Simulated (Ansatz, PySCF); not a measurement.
Reaction 2 R1 → P1, each structure at its B3LYP-D3(BJ)/def2-TZVP stationary point, reached from a drawn start (curvature not checked).
R1, Cl2Zn (SMILES [Cl][Zn][Cl]) (charge 0, multiplicity 1):
```xyz
3

Zn     0.0000     0.0000    -0.0002
Cl     2.0984    -0.0037     0.0082
Cl    -2.0984     0.0036    -0.0080
```
P1: Cl4Zn2 (SMILES [Cl][Zn]1<-[Cl][Zn]([Cl])<-[Cl]1), charge 0, multiplicity 1.

P less R. No zero-point or thermal terms; no spin–orbit coupling. One arrangement of each flexible species, with no search for the lowest.

Programs: Ansatz (an electronic-structure program); PySCF for the D3/D4 terms. All values are computed, each at the level named.

### Question
One of these levels gives -0.997 eV for the reaction energy. Which?
A) B3LYP-D3(BJ)/def2-TZVPP
B) BLYP/def2-TZVPP
C) r2SCAN-D3(BJ)/def2-TZVPP
D) B3LYP/def2-TZVPP

### Answer
A, B3LYP-D3(BJ)/def2-TZVPP. The others give -0.591 (BLYP/def2-TZVPP), -1.100 (r2SCAN-D3(BJ)/def2-TZVPP), -0.743 (B3LYP/def2-TZVPP)
